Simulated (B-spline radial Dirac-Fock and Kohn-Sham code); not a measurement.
# Dipole and non-dipole photoemission parameters of Tc²⁺ 3d5/2

System: the Tc²⁺ ion, [Kr] 4d5; threshold 283.8 eV (orbital energy of the model). Calculated with a radial finite-basis atomic code, using Dirac-Hartree-Slater photoionisation with a Latter tail; cross sections with all multipoles, angular parameters from the dipole term and its interference with E2.

The run's input, task.json:

```json
{"items": [{
  "Z": 43,
  "q": 2,
  "cfg": [[1, 0, 2], [2, 0, 2], [2, 1, 6], [3, 0, 2], [3, 1, 6], [3, 2, 10], [4, 0, 2], [4, 1, 6], [4, 2, 5]],
  "A": 97,
  "rrms": 4.4112,
  "do": "xps",
  "hv": [51.4, 60, 62.1, 73.9, 80, 81.8, 125.0, 173.0, 174.0, 177.0, 180.0, 218.0, 296.0, 300, 327.0, 346.0, 400, 1060.0, 1210.0, 1390.0, 1486.9, 1830.0, 3220.0, 4960.0, 5414.7, 5710.0, 12000, 13300.0, 15000]
}]}
```

Command: `python xray2_run.py task.json out`

| hν (eV) | σ (kb) | β | γ | δ |
| --- | --- | --- | --- | --- |
| 296 | 1830 | 0.830 | 0.016 | -0.001 |
| 300 | 2090 | 0.647 | 0.008 | -0.001 |
| 327 | 2520 | 0.286 | -0.019 | 0.002 |
| 346 | 2540 | 0.324 | -0.028 | 0.004 |
| 400 | 2230 | 0.551 | -0.041 | 0.010 |
| 1060 | 238 | 1.217 | 0.192 | 0.048 |
| 1210 | 163 | 1.222 | 0.257 | 0.054 |
| 1390 | 108 | 1.215 | 0.329 | 0.061 |
| 1486.9 | 88.2 | 1.208 | 0.366 | 0.064 |
| 1830 | 46.2 | 1.172 | 0.484 | 0.077 |
| 3220 | 7.04 | 1.003 | 0.826 | 0.133 |
| 4960 | 1.49 | 0.840 | 1.079 | 0.203 |
| 5414.7 | 1.08 | 0.807 | 1.127 | 0.221 |
| 5710 | ? | ? | ? | ? |
| 12000 | 0.0479 | 0.522 | 1.488 | 0.454 |
| 13300 | 0.0314 | 0.488 | 1.521 | 0.495 |
| 15000 | 0.0191 | 0.450 | 1.555 | 0.546 |

Problem. Give the values at 5710 eV.

Solution. σ = 0.883 kb, β = 0.787, γ = 1.156, δ = 0.232.
